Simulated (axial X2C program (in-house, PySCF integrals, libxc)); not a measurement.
**Excited states of GeTe by EOM-EE-CCSD**

Computed with an in-house all-electron X2C program for linear molecules (integrals from PySCF): two-component X2C with atomic mean-field Coulomb and Gaunt terms, Gaussian nuclei, basis Te dyall-acv3z, Ge dyall-acv3z with contracted cores.

R = 2.342 Å (near the PBE0 minimum at charge 0 of the determinant lowest at the starting distance; the state shown can have its own minimum elsewhere).

Hartree–Fock spinors of GeTe (one of each Kramers pair; a window near the gap, which can cut inner shells):

| ω | occupied | ε (eV) | character |
| --- | --- | --- | --- |
| 1/2 | yes | -22.00 | 54% Te s, 20% Ge s, 11% Ge p |
| 1/2 | yes | -15.64 | 44% Ge s, 23% Te p, 18% Te s |
| 1/2 | yes | -9.64 | 49% Te p, 34% Ge p, 8% Ge s |
| 1/2 | yes | -8.99 | 60% Te p, 27% Ge p, 6% Ge d |
| 3/2 | yes | -8.58 | 63% Te p, 24% Ge p, 7% Ge d |
| 1/2 | no | -0.04 | 58% Ge p, 16% Te d, 11% Ge d |
| 3/2 | no | 0.04 | 53% Ge p, 16% Te d, 14% Ge d |
| 1/2 | no | 0.83 | 82% Ge p, 11% Te p, 3% Ge s |
| 1/2 | no | 1.14 | 70% Ge s, 11% Te s, 8% Te p |
| 3/2 | no | 1.25 | 88% Ge p, 8% Te p, 3% Te d |
| 1/2 | no | 1.25 | 88% Ge p, 7% Te p, 3% Te d |

Vertical excitation energies from the closed-shell determinant state of GeTe:

| Ω | excitation (eV) | cm⁻¹ | hole of the leading pair | particle of the leading pair | weight of the pair (for Ω = 0 its time-reversed partner can hold as much again) | singles weight |
| --- | --- | --- | --- | --- | --- | --- |
| 1 | 2.228 | 17968 | 63% Te pπ, 24% Ge pπ, 7% Ge dπ | 58% Ge pπ, 17% Te dπ, 14% Te pπ | 0.71 | 0.94 |
| 0⁻ | 2.265 | 18268 | 63% Te pπ, 24% Ge pπ, 7% Ge dπ | 52% Ge pπ, 18% Te pπ, 17% Te dπ | 0.24 | 0.94 |
| 2 | 2.588 | 20872 | 63% Te pπ, 24% Ge pπ, 7% Ge dπ | 58% Ge pπ, 16% Te dπ, 13% Te pπ | 0.71 | 0.93 |
| 3 | 2.617 | 21104 | 63% Te pπ, 24% Ge pπ, 7% Ge dπ | 53% Ge pπ, 17% Te pπ, 16% Te dπ | 0.93 | 0.94 |
| 0⁺ | 2.630 | 21216 | 42% Ge pσ, 33% Te pσ, 12% Ge sσ | 61% Ge pπ, 14% Te dπ, 12% Te pπ | 0.45 | 0.94 |
| 1 | 2.633 | 21239 | 27% Ge pσ, 26% Te pπ, 21% Te pσ | 59% Ge pπ, 15% Te dπ, 13% Te pπ | 0.73 | 0.94 |
| 0⁻ | 2.673 | 21559 | 44% Ge pσ, 35% Te pσ, 13% Ge sσ | 61% Ge pπ, 14% Te dπ, 12% Te pπ | 0.36 | 0.94 |

This point took 19 s on 1 thread of Arm Neoverse V2, on a shared host.

Reference electrons by ω block (each with its −ω partner): 1/2: 27, 3/2: 12, 5/2: 3. 10 electrons of GeTe correlated (inner shells frozen), 88 natural virtual spinors (a truncated set); levels can be off by some tenths of an eV. Roots sought by Ω: (0: 5, 1: 4, 2: 3, 3: 1); rows need 60 % singles weight and stop where some Ω has no more roots. Missing are any skipped roots, higher Ω and states of a further excitation; these come out far too high here and may in truth be low or lowest. T1 of the reference 0.030 (Lee–Taylor). Number of frozen shells: Te 4 s, 3 p, 2 d; Ge 3 s, 2 p, 1 d. Large amplitudes in the reference (orbital relaxation or multireference character) lower the reliability.
